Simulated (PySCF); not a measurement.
Computed shifts of a molecule C2H5F3Si, PBE/pcSseg-1 (PySCF), GIAO, gas phase, equivalent atoms averaged, in ppm (number of nuclei): ¹³C: 9.4 (1), 7.6 (1). ²⁹Si: -43.6 (1). ¹⁹F: -168.8 (3). ¹H: 1.40 (3), 1.09 (2). References: ¹³C against TMS (σ = 182.0 ppm); ²⁹Si against TMS (σ = 335.4 ppm); ¹⁹F against CFCl3 (σ = 133.6 ppm); ¹H against TMS (σ = 31.49 ppm), references at their B3LYP-D3(BJ)/def2-TZVP geometries, non-relativistic. Geometry optimised at B3LYP-D3(BJ)/def2-SVP. Other conformers were not sampled.

**Question.** Which molecule gave these data?
A) C[SiH2]C(F)(F)F
B) CC[Si](F)(F)F
C) C[Si@@H](F)C(F)F
D) FC(F)[C@H](F)[SiH3]

**Answer.** B, CC[Si](F)(F)F
